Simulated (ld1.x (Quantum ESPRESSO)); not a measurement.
**Reading a pseudo-wave (manganese)**

Columns: radius, all-electron u(r) and pseudo u(r) of the 4s shell (level -5.12 eV) of manganese in the configuration [Ne] 3s2 3p6 3d5 4s2 4p0; PBEsol, scalar-relativistic, RRKJ scheme, ld1.x (Quantum ESPRESSO) 7.5.

| r (bohr) | all-electron | pseudo |
| --- | --- | --- |
| 0.105 | -0.0660 | -0.0130 |
| 0.210 | -0.1581 | -0.0264 |
| 0.315 | -0.0309 | -0.0407 |
| 0.420 | 0.1303 | -0.0561 |
| 0.525 | 0.2367 | -0.0732 |
| 0.630 | 0.2714 | -0.0924 |
| 0.735 | 0.2473 | -0.1143 |
| 0.840 | 0.1838 | -0.1394 |
| 0.945 | 0.0984 | -0.1680 |
| 1.050 | 0.0038 | -0.2007 |
| 1.155 | -0.0913 | -0.2375 |
| 1.260 | -0.1816 | -0.2782 |
| 1.365 | -0.2641 | -0.3223 |
| 1.470 | -0.3373 | -0.3685 |
| 1.575 | -0.4009 | -0.4151 |
| 1.680 | -0.4549 | -0.4600 |
| 1.785 | -0.4998 | -0.5011 |
| 1.890 | -0.5363 | -0.5365 |
| 1.995 | -0.5653 | -0.5653 |
| 2.100 | -0.5874 | -0.5874 |
| 2.205 | -0.6033 | -0.6033 |
| 2.310 | -0.6138 | -0.6138 |
| 2.415 | -0.6196 | -0.6196 |
| 2.520 | -0.6212 | -0.6212 |
| 2.625 | -0.6191 | -0.6191 |
| 2.730 | -0.6140 | -0.6140 |

Task: How many radial nodes do the two functions have?

Result: The all-electron 4s function has n − l − 1 = 3 (the table is too coarse to show those close to the nucleus); the pseudo-wave has 0, since the states of the same l below it are removed with the core.

Task: At about which radius was the pseudo-wave matched?

Result: 2.10 bohr. The columns agree to 0.0005 from 1.89 bohr on; several derivatives are matched, so the curves merge somewhat inside the radius.

Task: Is the pseudo-wave norm-conserving?

Result: Yes: the RRKJ scheme keeps the norm inside the radius equal to the all-electron one, which fixes the energy derivative of the logarithmic derivative at the level.
